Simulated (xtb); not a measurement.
F4Ti, charge +1, doublet, from a rough starting geometry (GFN-xTB shapes and energies of metal compounds can be far from the true ones) (the multiplicity is a formal guess); GFN2-xTB (xtb 6.7.1).

The xtb input:
```
$ xtb mol.xyz --gfn 2 --chrg 1 --uhf 1 --opt vtight --json

# file mol.xyz
5

Ti    -0.08814913     0.03301718     0.01913899
F      1.08718959     0.74041026    -0.98218330
F      0.86717303    -1.08080329     1.03637218
F     -1.16931154    -0.91822235    -0.95305096
F     -0.86218166     1.13416625     0.94538653
```

What does xtb print? Leave out banner, timings and long lists.


```
   ID    Z sym.   atoms
    1   22 Ti     1
    2    9 F      2-5

           -------------------------------------------------
          |                Calculation Setup                |
           -------------------------------------------------

           -------------------------------------------------
          |                 G F N 2 - x T B                 |
           -------------------------------------------------

          ...................................................
          :                      SETUP                      :
          :.................................................:
          :  # basis functions                  26          :
          :  # atomic orbitals                  25          :
          :  # shells                           11          :
          :  # electrons                        31          :
          :  max. iterations                   250          :
          :  Hamiltonian                  GFN2-xTB          :
          :  restarted?                      false          :
          :  GBSA solvation                  false          :
          :  PC potential                    false          :
          :  electronic temp.          300.0000000     K    :
          :  accuracy                    1.0000000          :
          :  -> integral cutoff          0.2500000E+02      :
          :  -> integral neglect         0.1000000E-07      :
          :  -> SCF convergence          0.1000000E-05 Eh   :
          :  -> wf. convergence          0.1000000E-03 e    :
          :  Broyden damping             0.4000000          :
          :  net charge                          1          :
          :  unpaired electrons                  1          :
          ...................................................

 iter      E             dE          RMSdq      gap      omega  full diag
   1    -20.2735493 -0.202735E+02  0.585E+00    5.68       0.0  T
   2    -20.2478389  0.257104E-01  0.426E+00    5.94       1.0  T
   3    -20.1220657  0.125773E+00  0.574E+00    4.77       1.0  T
   4    -20.1354809 -0.134152E-01  0.459E+00    5.22       1.0  T
   5    -20.1870808 -0.515999E-01  0.365E+00    5.39       1.0  T
   6    -20.1996105 -0.125297E-01  0.323E+00    5.56       1.0  T
   7    -20.2649123 -0.653018E-01  0.182E+00    5.69       1.0  T
   8    -20.2869049 -0.219927E-01  0.794E-01    5.75       1.0  T
   9    -20.2863500  0.554958E-03  0.747E-01    5.76       1.0  T
  10    -20.2888682 -0.251824E-02  0.409E-01    5.79       1.0  T
  11    -20.2886279  0.240295E-03  0.468E-01    5.77       1.0  T
  12    -20.2890282 -0.400277E-03  0.386E-01    5.80       1.0  T
  13    -20.2898769 -0.848713E-03  0.169E-01    5.79       1.0  T
  14    -20.2899698 -0.929055E-04  0.149E-01    5.79       1.0  T
  15    -20.2899971 -0.272648E-04  0.134E-01    5.79       1.0  T
  16    -20.2901166 -0.119542E-03  0.237E-02    5.79       1.9  T
  17    -20.2901187 -0.212179E-05  0.142E-02    5.79       3.1  T
  18    -20.2901200 -0.120947E-05  0.519E-03    5.79       8.6  T
  19    -20.2901199  0.352196E-07  0.481E-03    5.79       9.3  T
  20    -20.2901201 -0.168246E-06  0.135E-03    5.79      33.1  T
  21    -20.2901201 -0.105501E-07  0.595E-04    5.79      75.1  T
  22    -20.2901201 -0.245078E-08  0.138E-04    5.79     322.9  T

   *** convergence criteria satisfied after 22 iterations ***

         :::::::::::::::::::::::::::::::::::::::::::::::::::::
         ::                     SUMMARY                     ::
         :::::::::::::::::::::::::::::::::::::::::::::::::::::
         :: total energy             -20.239500888742 Eh    ::
         :: gradient norm              0.047927844496 Eh/a0 ::
         :: HOMO-LUMO gap              5.790020359965 eV    ::
         ::.................................................::
         :: SCC energy               -20.290119770953 Eh    ::
         :: -> isotropic ES            0.200404306113 Eh    ::
         :: -> anisotropic ES         -0.000362499404 Eh    ::
         :: -> anisotropic XC         -0.000210160355 Eh    ::
         :: -> dispersion             -0.001537625878 Eh    ::
         :: repulsion energy           0.050618882211 Eh    ::
         :: add. restraining           0.000000000000 Eh    ::
         :: total charge               1.000000000000 e     ::
         :::::::::::::::::::::::::::::::::::::::::::::::::::::

      -----------------------------------------------------------
     |                   =====================                   |
     |                        A N C O P T                        |
     |                   =====================                   |
     |               Approximate Normal Coordinate               |
     |                Rational Function Optimizer                |
      -----------------------------------------------------------
      -----------------------------------------------------------
     |                   =====================                   |
     |                        A N C O P T                        |
     |                   =====================                   |
     |               Approximate Normal Coordinate               |
     |                Rational Function Optimizer                |
      -----------------------------------------------------------

          ...................................................
          :                      SETUP                      :
          :.................................................:
          :   optimization level         verytight          :
          :   max. optcycles                   200          :
          :   ANC micro-cycles                  20          :
          :   degrees of freedom                 9          :
          :.................................................:
          :   RF solver                   davidson          :
          :   write xtbopt.log                true          :
[...]
 * total energy  :   -20.2395009 Eh     change       -0.8745005E-10 Eh
 * total energy  :   -20.2409639 Eh     change       -0.1462977E-02 Eh
 * total energy  :   -20.2427744 Eh     change       -0.1810497E-02 Eh
 * total energy  :   -20.2428612 Eh     change       -0.8686809E-04 Eh
 * total energy  :   -20.2428803 Eh     change       -0.1910191E-04 Eh
 * total energy  :   -20.2428923 Eh     change       -0.1195434E-04 Eh
 * total energy  :   -20.2428947 Eh     change       -0.2367458E-05 Eh
 * total energy  :   -20.2428953 Eh     change       -0.5972841E-06 Eh
 * total energy  :   -20.2428953 Eh     change       -0.7457098E-07 Eh
   *** GEOMETRY OPTIMIZATION CONVERGED AFTER 9 ITERATIONS ***
[...]
          :  -> wf. convergence          0.1000000E-03 e    :
          :  Broyden damping             0.4000000          :
          :  net charge                          1          :
          :  unpaired electrons                  1          :
          ...................................................

 iter      E             dE          RMSdq      gap      omega  full diag
   1    -20.2885195 -0.202885E+02  0.745E-05    5.79       0.0  T
   2    -20.2885195  0.437816E-08  0.739E-04    5.79      60.5  T
   3    -20.2885195 -0.442235E-08  0.544E-06    5.79    8216.4  T

   *** convergence criteria satisfied after 3 iterations ***

         :::::::::::::::::::::::::::::::::::::::::::::::::::::
         ::                     SUMMARY                     ::
         :::::::::::::::::::::::::::::::::::::::::::::::::::::
         :: total energy             -20.242895326524 Eh    ::
         :: gradient norm              0.000031223623 Eh/a0 ::
         :: HOMO-LUMO gap              5.791769676336 eV    ::
         ::.................................................::
         :: SCC energy               -20.288519134205 Eh    ::
         :: -> isotropic ES            0.201010848717 Eh    ::
         :: -> anisotropic ES         -0.000393781355 Eh    ::
         :: -> anisotropic XC         -0.000225753804 Eh    ::
         :: -> dispersion             -0.001535502358 Eh    ::
         :: repulsion energy           0.045623807681 Eh    ::
         :: add. restraining           0.000000000000 Eh    ::
         :: total charge               1.000000000000 e     ::
         :::::::::::::::::::::::::::::::::::::::::::::::::::::

           -------------------------------------------------
          |                Property Printout                |
           -------------------------------------------------

    * Orbital Energies and Occupations

         #    Occupation            Energy/Eh            Energy/eV
      -------------------------------------------------------------
         1        2.0000           -1.2116955             -32.9719
       ...           ...                  ...                  ...
         4        2.0000           -1.1374783             -30.9524
         5        2.0000           -0.8465545             -23.0359
         6        2.0000           -0.8262554             -22.4836
         7        2.0000           -0.8262541             -22.4835
         8        2.0000           -0.8262521             -22.4835
         9        1.9997           -0.8178930             -22.2560
        10        1.9997           -0.8178916             -22.2560
        11        1.9992           -0.8168384             -22.2273
        12        1.9992           -0.8168379             -22.2273
        13        1.9992           -0.8168369             -22.2273
        14        1.6677           -0.8106844             -22.0598
        15        1.6676           -0.8106838             -22.0598
        16        1.6675           -0.8106834             -22.0598 (HOMO)
        17                         -0.5978398             -16.2680 (LUMO)
        18                         -0.5978296             -16.2678
        19                         -0.5429197             -14.7736
        20                         -0.5428993             -14.7730
        21                         -0.5428835             -14.7726
        22                         -0.0754982              -2.0544
        23                          0.1554881               4.2310
        24                          0.1555694               4.2333
        25                          0.1556837               4.2364
      -------------------------------------------------------------
                  HL-Gap            0.2128436 Eh            5.7918 eV
             Fermi-level           -0.7571415 Eh          -20.6029 eV

     #   Z          covCN         q      C6AA      α(0)
     1  22 Ti       2.657     1.530   101.727    24.646
     2   9 F        0.664    -0.132    10.581     3.840
     3   9 F        0.664    -0.132    10.581     3.840
     4   9 F        0.664    -0.132    10.581     3.840
     5   9 F        0.664    -0.132    10.581     3.840

 Mol. C6AA /au·bohr⁶  :        476.275852
 Mol. C8AA /au·bohr⁸  :      24209.984825
 Mol. α(0) /au        :         40.004502

Wiberg/Mayer (AO) data.
largest (>0.10) Wiberg bond orders for each atom

 ---------------------------------------------------------------------------
     #   Z sym  total        # sym  WBO       # sym  WBO       # sym  WBO
 ---------------------------------------------------------------------------
     1  22 Ti   3.924 --     5 F    0.981     4 F    0.981     3 F    0.981
                             2 F    0.981
     2   9 F    1.141 --     1 Ti   0.981
     3   9 F    1.141 --     1 Ti   0.981
     4   9 F    1.141 --     1 Ti   0.981
     5   9 F    1.141 --     1 Ti   0.981
 ---------------------------------------------------------------------------

Topologies differ in total number of bonds
Writing topology from bond orders to xtbtopo.mol

molecular dipole:
                 x           y           z       tot (Debye)
 q only:       -0.062      -0.034       0.025
   full:       -0.062      -0.034       0.025       0.191
molecular quadrupole (traceless):
                xx          xy          yy          xz          yz          zz
 q only:        0.002       0.004      -0.001      -0.002      -0.001      -0.002
  q+dip:        0.002       0.004      -0.001      -0.002      -0.001      -0.002
   full:        0.002       0.004      -0.000      -0.001      -0.001      -0.001

optimized geometry written to: xtbopt.xyz

           -------------------------------------------------
          | TOTAL ENERGY              -20.242895326524 Eh   |
          | GRADIENT NORM               0.000031223623 Eh/α |
          | HOMO-LUMO GAP               5.791769676336 eV   |
           -------------------------------------------------

normal termination of xtb
```
